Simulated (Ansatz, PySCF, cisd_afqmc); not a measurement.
System: AlH, charge 0, singlet. AlH (SMILES [AlH]).
B3LYP-D3(BJ)/def2-TZVP minimum from Ansatz (a first-principles code):
```xyz
2

Al     0.0000     0.0000    -0.1187
H      0.0000     0.0000     1.5432
```

Atomisation energy term by term, kcal/mol (programs: Ansatz, cisd_afqmc). Open shells are spin-unrestricted; no spin-orbit coupling. Cores are frozen in correlated methods. Rows without X2C or -DK are non-relativistic. AFQMC is phaseless with a CISD trial state; ± is one standard error, without the phaseless bias. Outlying blocks are dropped, and bars are widened where a walk drifts. Over all cases where full CI ran beside it in this data, AFQMC minus full CI had a median of +0.1 mEh and passed +0.4 mEh in a tenth of the cases. CBS(X,Y): correlation extrapolated as X^-3, Hartree-Fock from the larger set (Q,5: extrapolated as (X+1)exp(-9√X)). A bracket is a step between two methods taken in the basis named. 'core' is core correlation in cc-pwCVTZ (1s frozen past Ne), 'X2C' scalar relativity in cc-pVTZ-DK, both at CCSD(T). Full CI freezes restricted core orbitals, also for open shells; the composite that ends in it estimates full CI at the basis-set limit. For partners of very few electrons the exact lower level stands in for a higher one. The restricted determinant of HAl ([AlH], singlet) is unstable towards broken spin symmetry in at least one set run.

```json
[
 {"term": "Hartree-Fock", "basis": "CBS(cc-pV(Q+d)Z,cc-pV(5+d)Z)", "kcal/mol": "52.54"},
 {"term": "CCSD correlation", "basis": "CBS(cc-pV(Q+d)Z,cc-pV(5+d)Z)", "kcal/mol": "20.90"},
 {"term": "(T)", "basis": "CBS(cc-pV(Q+d)Z,cc-pV(5+d)Z)", "kcal/mol": "0.21"},
 {"term": "FCI - CCSD(T)", "basis": "cc-pV(5+d)Z", "kcal/mol": "0.00"},
 {"term": "core correlation", "basis": "cc-pwCVTZ", "kcal/mol": "-0.18"},
 {"term": "scalar relativity", "basis": "X2C, cc-pVTZ-DK", "kcal/mol": "-0.08"},
 {"term": "minus zero-point energy", "basis": "Hessian by PySCF at B3LYP-D3(BJ)/def2-TZVP", "kcal/mol": "-2.34"},
 {"term": "sum: D0", "basis": "", "kcal/mol": "71.0"}
]
```

The step beyond CCSD(T) by other levels: FCI in cc-pV(D+d)Z 0.01; CCSDTQ in cc-pV(D+d)Z 0.01; AFQMC/CISD in cc-pV(D+d)Z -0.00 ± 0.05; CCSDT(Q) in cc-pV(D+d)Z 0.01; FCI in cc-pV(T+d)Z -0.01; CCSDTQ in cc-pV(T+d)Z -0.02; AFQMC/CISD in cc-pV(T+d)Z -0.03 ± 0.08; CCSDT(Q) in cc-pV(T+d)Z -0.03; FCI in cc-pV(Q+d)Z -0.01; CCSDTQ in cc-pV(Q+d)Z -0.02; CCSDT(Q) in cc-pV(Q+d)Z -0.03; CCSDT(Q) in cc-pV(5+d)Z -0.02 kcal/mol.
